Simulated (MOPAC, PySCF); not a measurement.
[Cd(F)(Br)], neutral singlet in the gas phase. 

Cartesian coordinates (Å):
```xyz
3

Cd    -0.0238     0.0324     0.0305
F      1.1727    -0.8599    -1.2075
Br    -1.5051     1.1430     1.5656
```
Charge 0, multiplicity 1.

All levels are single points at this geometry (BP86-D3(BJ)/def2-SVP); Pople sets use spherical d functions. Orbital energies aren't observables, and empty levels follow the basis.

```tsv
level	HOMO (eV)	LUMO (eV)	gap (eV)	dipole (D)	vertical IE, Delta-SCF (eV)
PBE-D3(BJ)/def2-TZVP in PySCF	-7.37	-3.32	4.06	0.88	–
TPSSh-D3(BJ)/def2-TZVP in PySCF	-7.95	-2.79	5.16	0.80	–
B3LYP/6-311+G** (LANL2DZ on Br, Cd) in PySCF	-8.35	-2.85	5.50	0.95	–
B3LYP/6-31G* (LANL2DZ on Cd) in PySCF	-8.18	-2.59	5.59	0.06	10.86
B3LYP/LANL2DZ in PySCF	-8.29	-2.80	5.49	0.55	–
BP86/6-31G* (LANL2DZ on Cd) in PySCF	-7.25	-3.20	4.05	0.09	–
SVWN5/6-31G* (LANL2DZ on Cd) in PySCF	-7.33	-3.39	3.94	0.01	–
PM3 in MOPAC	-11.68	-0.73	10.96	1.31	–
PM7 in MOPAC	-11.21	-2.21	9.00	2.15	–
```
